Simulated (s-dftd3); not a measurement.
C₄H₅O₃, doublet, at a GFN2-xTB geometry; D3(bj) for tpssh in s-dftd3.

s-dftd3 was given this input:
```
$ s-dftd3 mol.xyz --bj tpssh --json dftd3.json --noedisp --grad

# file mol.xyz
12

C     -2.15067560     0.74350382     0.15158791
C     -1.05986199     0.08425735    -0.57504673
C     -0.61103755    -1.28156411     0.06243273
O      0.71985863    -1.05379853     0.45559543
C      1.12041832     0.18444962     0.10502653
O      2.20097324     0.62109308     0.31602604
O      0.13788609     0.85047907    -0.51530029
H     -1.92380132     1.40052163     0.96689958
H     -3.16763097     0.57378294    -0.13574301
H     -1.31982611    -0.06193467    -1.63134197
H     -1.20932328    -1.53438179     0.94204435
H     -0.64222117    -2.10405719    -0.65643091
```

### Question
Write the output that s-dftd3 gives for this input, abridged.

### Answer

```
-----------------------------------
 s i m p l e   D F T - D 3  v1.4.0
-----------------------------------

Rational (Becke-Johnson) damping: tpssh-D3(BJ)
---------------------
  s6         1.0000
  s8         2.2382
  s9         0.0000
  a1         0.4529
  a2         4.6550
 alp        14.0000
--------------------

Dispersion energy:      -1.0685053682048E-02 Eh

Gradient norm:           6.6957819663947E-04 Eh/a0
--------------------------------------------------
     #    Z           dE/dx      dE/dy      dE/dz
--------------------------------------------------
     1    6 C    -2.949E-04  1.582E-04  1.278E-05
     2    6 C     3.368E-05  8.639E-06 -1.589E-05
     3    6 C     9.291E-05 -6.812E-05 -1.792E-06
     4    8 O     1.512E-04 -9.851E-05  4.178E-05
     5    6 C     6.770E-05 -6.357E-05 -2.572E-05
     6    8 O     2.947E-04  9.349E-05  4.361E-05
     7    8 O     9.258E-05  8.518E-05 -4.318E-05
     8    1 H    -1.463E-04  1.358E-04  7.505E-05
     9    1 H    -1.625E-04  6.785E-05  1.730E-06
    10    1 H    -7.492E-05  1.094E-05 -1.279E-04
    11    1 H    -4.372E-05 -1.519E-04  7.707E-05
    12    1 H    -1.040E-05 -1.780E-04 -3.759E-05
--------------------------------------------------

Virial:
--------------------------------------------------
      component           x          y          z
--------------------------------------------------
          x       4.426E-03 -8.032E-04  5.966E-05
          y      -8.032E-04  2.389E-03  5.082E-05
          z       5.966E-05  5.082E-05  8.343E-04
--------------------------------------------------

[Info] JSON dump of results written to 'dftd3.json'
```
